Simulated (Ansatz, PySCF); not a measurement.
Gas-phase reaction (SMILES): Brc1ccco1 [2-bromofuran] + 8 [H][H] (H2) -> Br (HBr) + 4 C (CH4) + O (H2O); energy of full hydrogenation.

Geometries: B3LYP-D3(BJ)/def2-TZVP minima from Ansatz (a program for electronic structure). Correlated levels leave the core frozen unless marked. No spin-orbit coupling. Frozen are the shells of the preceding noble gas and the d and f shells that filled before the atom's block. Non-relativistic. CBS marks a two-point X^-3 extrapolation of the correlation energy; Hartree-Fock from the larger set. Unstable Hartree-Fock reference: Brc1ccco1. Thermal terms are rigid-rotor harmonic-oscillator values from B3LYP-D3(BJ) frequencies (PySCF) at 298.15 K and 1 atm. 1 Eh = 627.5095 kcal/mol.

| species | E, CCSD(T)/CBS(cc-pVTZ,cc-pVQZ) (Ansatz) (Eh) | E, wB97M-V/def2-TZVPD (Ansatz) (Eh) | H - E (Eh) | G - E (Eh) |
|---|---|---|---|---|
| Brc1ccco1 | -2801.81721 | -2803.44418 | 0.06582 | 0.03007 |
| [H][H] (H2) | -1.17450 | -1.16077 | 0.01336 | -0.00144 |
| Br (HBr) | -2573.28320 | -2574.60901 | 0.00927 | -0.01328 |
| C (CH4) | -40.45816 | -40.49098 | 0.04840 | 0.02728 |
| O (H2O) | -76.37426 | -76.43347 | 0.02495 | 0.00353 |

Problem. Work out ΔE and ΔH, ΔG, ΔS and the equilibrium constant at 298.15 K at the first level, then ΔH at the second.

Solution. 
1. ΔE = [(-2573.28320) + 4×(-40.45816) + (-76.37426)] - [(-2801.81721) + 8×(-1.17450)] = -0.27689 Eh = -173.8 kcal/mol at CCSD(T)/CBS(cc-pVTZ,cc-pVQZ).
2. The terms H - E add up to 0.05512 Eh, so ΔH = (-0.27689 + (0.05512))×627.5095 = -139.2 kcal/mol.
3. The terms G - E add up to 0.08082 Eh, so ΔG = -123.0 kcal/mol, and ΔS = (0.05512 - (0.08082))×627509.5/298.15 = -54.1 cal/(mol K).
4. log10 K = -ΔG/(RT ln 10) = 90.2, with RT ln 10 = 1.3642 kcal/mol.
5. With ΔH and ΔS taken as constant, ΔG changes sign near ΔH/ΔS = 2570 K, a rough figure that leaves out heat capacities.
6. At wB97M-V/def2-TZVPD the same steps give ΔE = -173.2 and ΔH = -138.6 kcal/mol, a shift of +0.6 from the first level.
7. These values are not checked against measurement here, since the tables used lack a sound gas-phase enthalpy of formation for at least one species.
